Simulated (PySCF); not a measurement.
Coordinates in bohr (charge 0 multiplicity 2):
```
Re    0.1424    0.0000   -0.1563
N    -2.0802    0.0000    1.9513
H     2.4898    0.0000    1.8736
```

Computed with PySCF, UPBE0, basis Re def2-TZVP with ECP60, N def2-TZVP, H def2-TZVP (scalar-relativistic core potentials, no spin–orbit coupling, density fitting).

This geometry of HReN is a stationary point at this level.

Task: What is the point group?

Result: Cs.

Task: Is it a minimum?

Result: Yes: all harmonic wavenumbers are real.

Task: Which band is strongest in the infrared?

Result: 1215 cm⁻¹, 51 km/mol.

Task: What are the dipole moment and the gap between the highest occupied and lowest empty levels of either spin?

Result: 3.59 D and 2.83 eV.

The spin densities have lower symmetry than the nuclear frame, so modes carry no symmetry labels. Other isomers or separated fragments may lie lower. Open d and f shells are described by one determinant, and the ground state may have another occupation or spin. With an element this heavy the missing spin–orbit coupling can shift these numbers.
